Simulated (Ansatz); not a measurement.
C5H9O, doublet, at a GFN2-xTB geometry; PBE/pcseg-1 (Ansatz, a quantum-chemistry and plane-wave program).

The Ansatz input:
Ansatz 0.2 input:
```yaml
crystal:
  periodic: [false, false, false]
  atoms:
    - {symbol: C, position_ang: [-1.43137218, 1.51114528, 0.66582793]}
    - {symbol: C, position_ang: [-0.61008007, 0.25541855, 0.38791818]}
    - {symbol: C, position_ang: [-1.37077313, -0.70046081, -0.52438665]}
    - {symbol: C, position_ang: [0.73765026, 0.65344583, -0.25111445]}
    - {symbol: C, position_ang: [1.72487285, -0.44051030, -0.35919385]}
    - {symbol: O, position_ang: [1.73902799, -1.57162674, 0.01451142]}
    - {symbol: H, position_ang: [-2.38147449, 1.24444166, 1.12306842]}
    - {symbol: H, position_ang: [-0.90363448, 2.18062534, 1.34171183]}
    - {symbol: H, position_ang: [-1.63580895, 2.04503542, -0.26017168]}
    - {symbol: H, position_ang: [-0.39969186, -0.25246811, 1.33493460]}
    - {symbol: H, position_ang: [-1.59512963, -0.22231892, -1.47636432]}
    - {symbol: H, position_ang: [-2.30811202, -1.00034179, -0.06160407]}
    - {symbol: H, position_ang: [-0.78391031, -1.59534713, -0.71535372]}
    - {symbol: H, position_ang: [1.21810368, 1.44074148, 0.33692119]}
    - {symbol: H, position_ang: [0.57564781, 1.05841485, -1.25354047]}
basis:
  gaussian:
    orbitals: pcseg-1.json
    point_charges:
      - {charge: -1.0, position_ang: [-5.3950, -2.6863, 1.4567]}
hamiltonian:
  xc: pbe
magnetization: {spin_polarized: true, initial_magnetization: 1}
```
The basis file holds pcseg-1 in the JSON format of the Basis Set Exchange.

The log (banner, timings and long lists left out):

```
Functional definition: PBE
1465 factors; their error is unknown
mean field evaluation 1: about -7351.0393 eV, gradient 5.7e1 eV
mean field evaluation 2: about -7326.5473 eV, gradient 8.9e1 eV
mean field evaluation 4: about -7366.3418 eV, gradient 1.2e1 eV
mean field evaluation 8: about -7366.8952 eV, gradient 1.9e-1 eV
mean field evaluation 16: about -7366.7946 eV, gradient 3.4e-4 eV
mean field -7366.79455937 eV, -270.7247066641 hartree, gradient 2.8e-5 eV, S^2 0.751481; 0 other end points of the search recorded, 0 dependent functions left out
reference -7366.79459678 eV, -270.7247080389 hartree; 24, 23 occupied and 105, 106 virtual orbitals, 1465 factors
Total energy: -7366.79459678 eV, -270.7247080389 hartree
```
